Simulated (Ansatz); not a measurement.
Cost and result for the atomization energy of `O[SiH]1[AlH][Al]1[F]` (8 atoms, 8 bonds).

Z-matrix (Å, degrees):
```
Si
Al 1 2.390
Al 1 2.382 2 64.2
O 1 1.648 2 138.1 3 -167.6
H 1 1.654 2 52.6 3 -86.0
H 2 1.595 1 143.9 3 164.4
F 3 1.653 1 145.4 2 162.1
H 4 0.960 1 117.9 2 152.2
```

Charge 0, multiplicity 1. Geometry: relaxed with PBE0-D4/def2-TZVP. It is one conformer, not always the lowest. Program: Ansatz. All runs use 2 threads of an Arm Neoverse V1 on a shared host. Times are those of one run each, without the atoms' runs, and a repeat can differ threefold. Electronic energies, without spin–orbit coupling; frozen cores. CCSD(T)/CBS adds CCSD(T) − MP2 in def2-TZVPP to the MP2 limit, and its time is that of the two runs behind it. T1 = 0.017. B3LYP takes the VWN-RPA correlation (the form of Gaussian; ORCA's B3LYP/G). HSE06 is the plane-wave form, built on full-range PBE exchange.

CCSD(T)/CBS is a level of theory with its own doubt, some kJ/mol a heavy atom from the limit and from the frozen cores, so smaller differences don't rank the functionals.

```json
{"level": "revPBE-D4/def2-TZVPP", "functions": "230", "wall time": "3.3 s"}
{"level": "BLYP-D4/def2-TZVPP", "functions": "230", "wall time": "3.4 s"}
{"level": "CCSD(T)/def2-SVP", "functions": "97", "wall time": "4.2 s"}
{"level": "BHLYP-D4/def2-TZVPP", "functions": "230", "wall time": "5.5 s"}
{"level": "HSE06-D4/def2-TZVPP", "functions": "230", "wall time": "6 s"}
{"level": "B3LYP-D4/def2-TZVPP (with forces)", "functions": "230", "wall time": "8.5 s"}
{"level": "B2PLYP/def2-TZVPP", "functions": "230", "wall time": "9.5 s"}
{"level": "ωB97X-V/def2-TZVPP", "functions": "230", "wall time": "14 s"}
{"level": "B97M-V/def2-TZVPP", "functions": "230", "wall time": "15 s"}
{"level": "ωB97M-V/def2-TZVPP (with forces)", "functions": "230", "wall time": "21 s"}
{"level": "MP2/def2-QZVPP", "functions": "414", "wall time": "28 s"}
{"level": "CCSD(T)/def2-TZVPP", "functions": "230", "wall time": "2.1 min"}
{"level": "CCSD(T)/CBS(def2)", "functions": "–", "wall time": "2.6 min"}
```

(1) What atomization energy does each give, and how far from CCSD(T)/CBS? (Estimate.)

## Answers

(1) Computed: 
```
                            level  atomization (kcal/mol)  difference from CCSD(T)/CBS  per bond
             revPBE-D4/def2-TZVPP                   591.7                        -11.9      -1.5
               BLYP-D4/def2-TZVPP                   592.4                        -11.2      -1.4
                 CCSD(T)/def2-SVP                   546.8                        -56.8      -7.1
              BHLYP-D4/def2-TZVPP                   568.9                        -34.7      -4.3
              HSE06-D4/def2-TZVPP                   594.8                         -8.8      -1.1
B3LYP-D4/def2-TZVPP (with forces)                   590.6                        -13.0      -1.6
                B2PLYP/def2-TZVPP                   587.7                        -15.9      -2.0
               ωB97X-V/def2-TZVPP                   600.7                         -2.9      -0.4
                B97M-V/def2-TZVPP                   614.6                         11.0       1.4
 ωB97M-V/def2-TZVPP (with forces)                   597.9                         -5.7      -0.7
                   MP2/def2-QZVPP                   612.0                          8.4       1.1
               CCSD(T)/def2-TZVPP                   582.3                        -21.3      -2.7
                CCSD(T)/CBS(def2)                   603.6                          0.0       0.0
```

From PBE to PBE0 (25 % exact exchange), in def2-TZVPP and without D4, the atomization energy moves by −15.2 kcal/mol: exact exchange takes away binding that semilocal exchange gives to molecules. At CCSD(T), def2-SVP lies −56.7 kcal/mol from the extrapolated value and def2-TZVPP −21.3 kcal/mol: correlation converges slowly with the basis, and small sets miss more of it in the bonded molecule than in its fragments. Leaving LDA and LC-ωPBE aside and taking each functional with its dispersion term where it has one, the values spread over 45.7 kcal/mol, from BHLYP-D4 to B97M-V. LDA lies +87.8 kcal/mol from PBE without D4, its usual overbinding.
